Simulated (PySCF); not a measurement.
Electron correlation in Ar(3+) (argon, charge +3)

[Ne] 3s2 3p3, high-spin 4S determinant. All numbers are calculated (PySCF 2.14, no relativity, point nucleus, in dyall-av2z). Frozen: [Ne]; 5 electrons correlated; the 16 highest virtual orbitals of each spin left out.

| level | correlation energy (mhartree) |
| --- | --- |
| CCSD | -99.08 |
| (T) | -0.96 |
| CCSD(T) | -100.04 |
| CCSDT | -100.22 |

Diagnostics: T1 = 0.0014, D1 = 0.0044, largest double amplitude 0.053.

Q: Is a single reference adequate?

A: Yes: T1 lies below 0.03 and no double amplitude reaches 0.07.
